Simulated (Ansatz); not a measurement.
Job for Ansatz (a quantum-chemistry and plane-wave program): R-B3LYP-D3(BJ)/def2-TZVP on F2Ti (SMILES [F][Ti][F]), 2S+1 = 1, a spin state set in the input, which need not be the lowest.

Ansatz 0.2 input:
```yaml
crystal:
  periodic: [false, false, false]
  atoms:
    - {symbol: Ti, position_ang: [0.03514921, 0.01354982, -0.01476551]}
    - {symbol: F, position_ang: [-0.23952367, 1.25441317, -1.13296586]}
    - {symbol: F, position_ang: [0.17120574, -1.22049139, 1.07741174]}
basis:
  gaussian:
    orbitals: def2-TZVP
hamiltonian:
  xc: b3lyp
  dispersion: d3bj
relax: {f_tol: 0.005, max_steps: 120}
```

Give the final energy of this run.

-1049.3223 hartree.

How many basis functions does it have, and what does it roughly cost on one machine?

107 functions; around 60 core-seconds (rough).
